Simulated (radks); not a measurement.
Spherical jellium clusters: N electrons in a uniform positive sphere of charge N and radius rs N^(1/3), rs = 3.54 bohr. Calculated with a radial shooting solver with Libxc functionals: non-relativistic Kohn-Sham, PBEsol, spin-polarised, spherical densities. Levels are named by radial order and angular momentum (1s, 1p, 1d, 2s, ...), and open shells are averaged over m. Each electron was tried in the lowest free levels, single moves between levels near the top were tried too, and the lowest total energy was kept; such a search can miss a lower state. Energies include the self-energy of the background; IP and EA are vertical (highest electron removed, lowest free level filled), at fixed background; spill-out counts the electrons outside the background radius R, and alpha is the static dipole polarisability from linear response (closed shells only). A dash means not computed or, for alpha, an open shell; in EA it means that no bound solution was reached, which is typical of self-interaction and does not show that the anion is unstable. Real open-shell clusters deform, which this model forbids.

N,open shells,2S,E/N (eV),E(N+1) + E(N-1) - 2E(N) (eV),EA (eV),-e(HOMO) (eV)
1,"1s(up 1, down 0)",1,-1.182,-,-,3.257
2,none,0,-1.635,1.240,-,3.483
3,"1p(up 1, down 0)",1,-1.372,-0.752,-,2.235
4,"1p(up 2, down 0)",2,-1.429,-0.531,-,2.840
5,"1p(up 3, down 0)",3,-1.570,0.453,-,3.230
6,"1p(up 3, down 1)",2,-1.588,-0.508,-,2.861
7,"1p(up 3, down 2)",1,-1.673,-0.340,1.698,3.244
8,none,0,-1.780,1.471,-,3.506
9,"1d(up 1, down 0)",1,-1.700,-0.329,-,2.133
10,"1d(up 2, down 0)",2,-1.668,-0.276,-,2.451
11,"1d(up 3, down 0)",3,-1.667,-0.236,-,2.704
12,"1d(up 4, down 0)",4,-1.687,-0.203,1.556,2.912
13,"1d(up 5, down 0)",5,-1.718,0.456,1.230,3.086
14,"1d(up 5, down 0) 2s(up 1, down 0)",6,-1.713,-0.207,1.358,2.697
15,"1d(up 5, down 2)",3,-1.722,-0.222,1.602,2.871
16,"1d(up 5, down 3)",2,-1.744,-0.171,1.786,3.049
17,"1d(up 5, down 4)",1,-1.774,-0.148,1.944,3.199
18,none,0,-1.808,0.190,1.807,3.328
19,"2s(up 1, down 0)",1,-1.829,0.295,1.592,3.146
20,none,0,-1.833,0.568,-,2.929
21,"1f(up 1, down 0)",1,-1.809,-0.157,1.215,2.368
22,"1f(up 2, down 0)",2,-1.795,-0.142,1.366,2.514
23,"1f(up 3, down 0)",3,-1.788,-0.130,1.502,2.644
24,"1f(up 4, down 0)",4,-1.787,-0.119,1.626,2.761
25,"1f(up 5, down 0)",5,-1.791,-0.109,1.738,2.866
26,"1f(up 6, down 0)",6,-1.799,-,1.841,2.962

All shells are closed at N = 2, 8, 18, 20 (there: 1s2 1p6 1d10 2s2); the second difference of the energy has clear peaks (12 % above both neighbours; the first and last values, which can be the largest, are not judged, and half-filled shells can peak too) at N = 5, 8, 13, 20.
